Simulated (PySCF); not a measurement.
# Molecular orbitals of BiP⁻

LC-ωPBE at R = 2.380 Å; PySCF, scalar-relativistic core potentials, basis sets Bi def2-SVPD with ECP60, P def2-SVPD. State: ²Π (doublet), unpaired electrons π ↑. Only the outer orbitals are listed, counted within each symmetry, core potentials removing the inner ones.

| spin | orbital | occ. | ε (eV) | on Bi (%) | main shells (%) |
| --- | --- | --- | --- | --- | --- |
| α | 7σ | 1 | -15.21 | 56 | 55 Bi s, 40 P s |
| α | 8σ | 1 | -11.06 | 43 | 54 P s, 36 Bi s |
| α | 4π | 1 | -4.15 | 41 | 60 P p, 40 Bi p |
| α | 9σ | 1 | -3.98 | 48 | 47 P p, 44 Bi p |
| α | 4π | 1 | -3.18 | 52 | 49 Bi p, 48 P p |
| α | 5π | 1 | -1.36 | 64 | 57 Bi p, 33 P p |
| α | 5π | 0 | 4.35 | 58 | 44 Bi p, 38 P p, 14 Bi d |
| α | 10σ | 0 | 5.93 | 99 | 102 Bi s |
| α | 11σ | 0 | 6.92 | 38 | 61 P s, 39 Bi d |
| β | 7σ | 1 | -14.85 | 58 | 56 Bi s, 38 P s |
| β | 8σ | 1 | -10.27 | 43 | 55 P s, 36 Bi s |
| β | 9σ | 1 | -3.74 | 47 | 48 P p, 42 Bi p |
| β | 4π | 1 | -3.09 | 50 | 49 P p, 47 Bi p |
| β | 4π | 1 | -2.50 | 56 | 53 Bi p, 42 P p |
| β | 5π | 0 | 4.54 | 59 | 46 Bi p, 36 P p, 13 Bi d |
| β | 5π | 0 | 5.17 | 56 | 39 P p, 39 Bi p, 18 Bi d |
| β | 10σ | 0 | 6.04 | 102 | 106 Bi s |

Task: Which are the highest filled and the lowest empty level, where do they sit, and how wide is the gap?

Result: Highest filled α 5π at -1.36 eV (in %: 57 Bi p, 33 P p); lowest empty α 5π at 4.35 eV (in %: 44 Bi p, 38 P p, 14 Bi d); the gap at LC-ωPBE is 5.71 eV. Both belong to one degenerate shell, split only by its one-sided filling, so this is no excitation gap. An empty level above zero is unbound, and its energy depends on the basis.

* bond order (Mayer): 2.61
* ⟨S²⟩: 0.766
* charge on Bi (Mulliken, basis-dependent): -0.55
* charge on Bi (Löwdin, basis-dependent): -0.53
* dipole moment (positive dipole points towards P; it is taken about the centre of mass and depends on that origin): -4.82 D

Shares are Mulliken populations and can fall outside 0 to 100 %.

Spin–orbit coupling is left out, which matters for elements this heavy, above all for dissociation energies. The state is the lowest determinant that a PBE0 search found; another state may lie lower at other levels.
